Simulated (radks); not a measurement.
Problem. Ru11+, 33 electrons, occupied as [Ar] 3d10 4s2 4p3 (the NIST ground configuration). Method: Dirac Kohn-Sham, BLYP, spin-unpolarised, spherical densities, point nucleus; open shells fill j = l - 1/2 first; computed with a radial shooting solver on a logarithmic mesh with Libxc functionals. Some entries of the table are withheld. Estimate them.

| orbital | occ. | eigenvalue (hartree) | r(max) (bohr) |
|---|---|---|---|
| 1s1/2 | 2 | -814.1915 | 0.02171 |
| 2s1/2 | 2 | -124.0554 | 0.1230 |
| 2p1/2 | 2 | -115.2825 | 0.09544 |
| 2p3/2 | 4 | -110.4645 | 0.09943 |
| 3s1/2 | 2 | -28.33258 | 0.3609 |
| 3p1/2 | 2 | -24.92933 | 0.3474 |
| 3p3/2 | 4 | -24.10196 | 0.3569 |
| 3d3/2 | 4 | (1) | 0.2975 |
| 3d5/2 | 6 | (2) | 0.3003 |
| 4s1/2 | 2 | -9.88372 | 0.8726 |
| 4p1/2 | 2 | -8.74675 | 0.9028 |
| 4p3/2 | 1 | -8.57267 | 0.9215 |
| 4d3/2 | 0 | (3) | (4) |
| 4d5/2 | 0 | (5) | (6) |
| 5s1/2 | 0 | (7) | 1.756 |
| 5p1/2 | 0 | (8) | 1.853 |
| 5p3/2 | 0 | (9) | 1.881 |

Solution. 
(1) 3d3/2 eigenvalue (hartree): -18.08941
(2) 3d5/2 eigenvalue (hartree): -17.92666
(3) 4d3/2 eigenvalue (hartree): -6.71536
(4) 4d3/2 r(max) (bohr): 0.9894
(5) 4d5/2 eigenvalue (hartree): -6.68533
(6) 4d5/2 r(max) (bohr): 0.9950
(7) 5s1/2 eigenvalue (hartree): -4.97493
(8) 5p1/2 eigenvalue (hartree): -4.52731
(9) 5p3/2 eigenvalue (hartree): -4.46634
